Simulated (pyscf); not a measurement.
Structures and frequencies: ωB97X-D3(BJ)/def2-SVP in PySCF. Correlated levels are frozen-core, on RHF or UHF. ΔMP2 is the change of the MP2 total energy from the triple- to the quadruple-zeta basis.

Q: SbH₃ + GeH₂ [singlet] → H₃Ge–SbH₂
Surface: singlet. Broken: H–Sb. Formed: Ge–Sb, Ge–H. Give ΔE‡ and ΔE from CCSD(T)/def2-TZVPP + ΔMP2(QZVPP), relative to the separated reactants.

A: ΔE‡ = -37.9 kJ/mol, ΔE = -220.3 kJ/mol. Zero-point energy shifts the barrier by +9.0 kJ/mol. It is an insertion, with an imaginary mode of 427i cm⁻¹. On the reactant side the descent ends in an adduct with a Ge–Sb contact, 56.9 kJ/mol under the separated species and 6.4 kJ/mol under the saddle at ωB97X-D3(BJ)/def2-TZVP. At CCSD(T) the saddle lies under the separated reactants, which points to a path from their complex (located at ωB97X-D3(BJ) alone). What is counted as formed (Ge–Sb) is already present as a longer contact in the reactant adduct; forming that adduct is a step of its own. At ωB97X-D3(BJ) the barrier from the zero used here is -50.5 kJ/mol. One saddle was located; it need not be the lowest between these sides. The CCSD(T) − MP2 part came from Ansatz, without density fitting, on the same reference. The frozen core leaves the outer d or s,p core shells of the metals and heavy elements correlated in the MP2 and CC values, and def2-TZVPP describes them poorly, which can shift differences by a few kcal/mol. Elements up to Kr have no core potential and no relativistic terms here. Elements past Kr carry the def2 core potentials, without spin-orbit coupling.
